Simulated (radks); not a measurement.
Dy XXXV, configuration [Ar] 3d10 4s2 4p2 (the NIST ground configuration). Method: scalar-relativistic Kohn-Sham, exchange-only LDA, spin-polarised, spherical densities, point nucleus; open shells are filled with parallel spins first (spin-orbit coupling, left out, can overturn this in heavy ions); computed with a radial shooting solver on a logarithmic mesh with Libxc functionals.

Unscreened Slater integrals over Kohn-Sham orbitals (hartree). They are taken over the spin-up orbitals.

integral,value
"F0(4p,4p)",1.8642
"F2(4p,4p)",0.97281
"F0(4p,4s)",1.8843
"G1(4p,4s)",1.2752
"F0(4p,3d)",2.3630
"F2(4p,3d)",0.67931
"G1(4p,3d)",0.22220
"G3(4p,3d)",0.22420
"F0(4p,3p)",2.3227
"F2(4p,3p)",0.72605
"G0(4p,3p)",0.19661
"G2(4p,3p)",0.23753
"F0(4s,4s)",1.9063
"F0(4s,3d)",2.3951
"G2(4s,3d)",0.22598
"F0(4s,3p)",2.3544
"G1(4s,3p)",0.23747
"F0(3d,3d)",4.3713
"F2(3d,3d)",2.2276
"F4(3d,3d)",1.4330
"F0(3d,3p)",4.0877
"F2(3d,3p)",1.9696
"G1(3d,3p)",2.1642
"G3(3d,3p)",1.4254
"F0(3p,3p)",3.9197
"F2(3p,3p)",1.9691

Derived for the open shells (J is the average intra-shell exchange parameter used in DFT+U). 4p: J = F2/5 = 0.1946 hartree.
